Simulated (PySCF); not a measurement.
**Stationary points of H4SeO**

Computed with PBE0 in PySCF with Se def2-TZVP, O def2-TZVP, H def2-TZVP; no relativity; density-fitted integrals.

Relaxations began from a few typed shapes. The search is not exhaustive: other isomers or separated fragments can lie lower, and high-lying points may rest on an excited occupation.

(1) Which is the lowest minimum found?
A. singlet C3v: Se–H 1.516 Å (×3), Se–H 1.580 Å, Se–O 1.640 Å; H–Se–H 83.3° (×3), H–Se–H 118.7° (×3), H–Se–O 96.7° (×3), H–Se–O 180.0°
B. singlet C4v: Se–H 1.553 Å (×4), Se–O 1.620 Å; H–Se–H 85.5° (×4), H–Se–H 147.3° (×2), H–Se–O 106.4° (×4)
C. singlet C2v: Se–H 1.517 Å (×2), Se–H 1.548 Å (×2), Se–O 1.634 Å; H–Se–H 89.1° (×4), H–Se–H 96.0°, H–Se–H 177.4°, H–Se–O 91.3° (×2), H–Se–O 132.0° (×2)

Results:

(1) C. The others lie at 42.2 (singlet C3v, a saddle point), 51.1 (singlet C4v, a saddle point) kJ/mol above it.

Counting electrons, selenium keeps none of its valence electrons outside its bonds, so the VSEPR class is AX5 and the expected shape is trigonal bipyramidal; with unlike ligands the computed point group is C2v.
